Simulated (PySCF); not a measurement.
A PySCF script (with the pyscf-properties extension) for the NMR shieldings of `InChI=1S/C7H15P/c1-3-7-5-4-6(2)8-7/h6-8H,3-5H2,1-2H3/t6-,7-/m1/s1`, on a GFN2-xTB geometry:

```python
import basis_set_exchange as bse
import numpy as np
from pyscf import gto, dft
from pyscf.prop import nmr

atoms = """
C    -3.044700    0.176262    0.993090
C    -2.149370   -0.584773    0.025818
C    -0.892643    0.210501   -0.325510
C    -0.048607   -0.478765   -1.406826
C     1.405785   -0.081047   -1.193688
C     1.691462   -0.286206    0.292786
C     3.007826    0.317544    0.760234
P     0.216420    0.442684    1.188381
H    -2.488774    0.419374    1.898152
H    -3.911632   -0.419700    1.267568
H    -3.391008    1.105076    0.544593
H    -2.702054   -0.806372   -0.891772
H    -1.856163   -1.537113    0.475990
H    -1.195297    1.206507   -0.666663
H    -0.142632   -1.562303   -1.299789
H    -0.398517   -0.207036   -2.403939
H     2.078676   -0.675346   -1.814813
H     1.543064    0.972901   -1.449256
H     1.694369   -1.362356    0.511692
H     3.033934    1.384951    0.545431
H     3.846951   -0.157851    0.254073
H     3.130259    0.182643    1.833239
H     0.567899    1.767412    0.871291
"""
names = dict.fromkeys(["C", "P", "H"], "pcSseg-1")
basis = {el: gto.basis.parse(bse.get_basis(n, elements=[el], fmt="nwchem")) for el, n in names.items()}
mol = gto.M(atom=atoms, basis=basis, charge=0, verbose=0)
mf = dft.RKS(mol, xc="PBE0")
mf.grids.level = 2
mf.grids.alignment = dft.numint.BLKSIZE   # the property module wants whole blocks of grid points
mf.conv_tol = 1e-9
mf.kernel()

calc = nmr.RKS(mf)   # GIAO
C = mf.mo_coeff
Co = C[:, mf.mo_occ > 0]
resp = mf.gen_response(singlet=True, hermi=2)
def vind(x):   # induced exchange potential for any number of trial vectors
    d = np.einsum("pi,xij,qj->xpq", C, 2 * x.reshape(-1, C.shape[1], Co.shape[1]), Co, optimize=True)
    return np.einsum("xpq,pi,qj->xij", resp(d - d.transpose(0, 2, 1)), C, Co, optimize=True).ravel()
mo1, _ = nmr.rhf.solve_mo1(calc, with_cphf=vind)
sigma = calc.kernel(mo1)
for i, s in enumerate(sigma):   # ppm
    print("%2d %-2s %9.2f" % (i, mol.atom_pure_symbol(i), np.trace(s) / 3))
```

Problem. What does it print?

Solution. 
```
 0 C     168.17
 1 C     152.56
 2 C     142.06
 3 C     145.69
 4 C     140.91
 5 C     148.31
 6 C     166.26
 7 P     382.16
 8 H      30.18
 9 H      30.51
10 H      30.95
11 H      30.00
12 H      30.67
13 H      29.44
14 H      30.45
15 H      29.39
16 H      29.58
17 H      30.47
18 H      29.91
19 H      31.00
20 H      30.12
21 H      30.11
22 H      29.09
```

These numbers come from an equivalent density-fitted implementation of the same equations, which agrees with the script to about 0.01 ppm for H and up to a few tenths of a ppm for heavy atoms, so last digits may differ.

Size and cost of the density-fitted run: 218 basis functions, 85 s wall time on 1 thread of an Arm Neoverse N1, shared host; peak memory 0.96 GiB.
